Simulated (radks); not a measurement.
Effect of the nuclear size on the samarium ion Sm2+, [Xe] 4f6. All-electron calculation, Dirac Kohn-Sham, LDA (Slater exchange, Perdew-Wang correlation), spin-unpolarised, spherical densities, finite nucleus; open shells are shared between the two j in proportion to 2j + 1; Fermi nuclear charge, rms radius 5.0819 fm. Program: a radial shooting solver on a logarithmic mesh with Libxc functionals. The rms radius is varied about that value; shifts are against it.

rms radius (fm)  total energy shift (eV)  density at nucleus (e/bohr^3)  1s1/2 shift (meV)  2s1/2 shift (meV)  4p1/2 shift (meV)  5s1/2 shift (meV)  5p1/2 shift (meV)  4f7/2 shift (meV)  6s1/2 (empty) shift (meV)
4.2129                             -5.28                      5.552e+05              -2180               -277              0.335              -2.24              0.080              0.255                     -0.361
4.7668                             -2.00                      5.391e+05               -828               -105              0.127             -0.851              0.030              0.097                     -0.137
5.0819                                 0                       5.31e+05              0.000              0.000              0.000              0.000              0.000              0.000                      0.000
5.5139                              2.90                      5.208e+05               1200                152             -0.183               1.23             -0.044             -0.140                      0.199
6.0525                              6.77                      5.093e+05               2800                355             -0.427               2.88             -0.102             -0.327                      0.463

Slopes of the eigenvalues against <r^2> in GHz/fm^2, as finite differences over the two radii next to the reference (eigenvalue slopes, not the field-shift constants of lines): 1s1/2 63900, 2s1/2 8080, 4p1/2 -9.76, 5s1/2 65.6, 5p1/2 -2.33, 4f7/2 -7.46, 6s1/2 (empty) 10.6.
